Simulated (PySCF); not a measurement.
# CoCl₂, quartet: molecular constants

Level of theory: UPBE0/[Co def2-SVP, Cl def2-SVP], no relativity, density fitting, PySCF.

The structure is a minimum.

```xyz
3
charge 0 multiplicity 4, angstrom
Co    0.0000    0.0000    0.0000
Cl    2.1023    0.0000    0.0000
Cl   -2.1023    0.0000    0.0000
```

```
Point group                                                                   : D∞h
Bond lengths                                                                  : Co–Cl 2.102 Å (×2)
Bond angles                                                                   : Cl–Co–Cl 180.0°
Spin squared ⟨S²⟩                                                             : 3.757
Heat capacity Cp at 298.15 K                                                  : 57.2 J/(mol K)
Zero-point energy                                                             : 6.0 kJ/mol
Principal quadrupole moments (Buckingham, traceless) about the centre of mass : -11.01, 5.50, 5.50 D Å
Dipole moment                                                                 : 0.00 D
Enthalpy at 298.15 K above 0 K                                                : 14.35 kJ/mol
Lowest empty level (β)                                                        : -3.71 eV
Atomisation energy without zero-point energy                                  : 769 kJ/mol
Highest occupied level (β)                                                    : -8.82 eV
Entropy at 298.15 K and 1 bar (electronic part: spin only)                    : 294.4 J/(mol K)
Rotational symmetry number                                                    : 2
Rotational constants                                                          : 0.05454 cm⁻¹
Principal polarisabilities                                                    : 23.1, 23.1, 68.0 bohr³
```

Harmonic modes (masses in u: Co 58.933, Cl 34.969):
```csv
symmetry,ω (cm⁻¹),"IR (km/mol, summed over degenerate members)",μ (u),type
πu,70,31.9,44.87,bend
σg+,351,0.0,34.97,stretch
σu+,517,132,44.87,stretch
```

In D∞h the vibrations span πu + σg+ + σu+. The σg+ mode carries no infrared intensity, as symmetry demands. With a centre of inversion only u modes can be infrared active and only g modes Raman active.

Charges (e):
| atom | Mulliken | Löwdin | polar tensor | spin (Mulliken) | Mayer order to Co1 |
| --- | --- | --- | --- | --- | --- |
| Co1 | 0.62 | 0.35 | 1.18 | 2.76 | – |
| Cl2,3 | -0.31 | -0.17 | -0.59 | 0.12 | 1.14 |

Mulliken populations on Co1: s 6.71, p 12.51, d 7.16, f 0.00.

Outer orbital energies (eV). α occupied: -13.20, -12.15, -10.05, -9.77, -9.45, -9.45, -8.85, -8.85; empty: -0.85, 1.08, 1.08, 2.59. β occupied: -12.18, -10.44, -9.98, -9.49, -9.49, -9.13, -9.13, -8.82; empty: -3.71, -3.71, -3.54, -0.54.

Formally Co is in oxidation state +2, d7, with 3 unpaired electrons (the high-spin count). The Mulliken spin on Co is 2.76. The polar-tensor charge on Co, 1.18, is far below the formal one.

This need not be the most stable arrangement of these atoms. Other spin states or occupations of the open shell can lie lower.

The final relaxation and frequency run took about 30 core-seconds on a shared host.
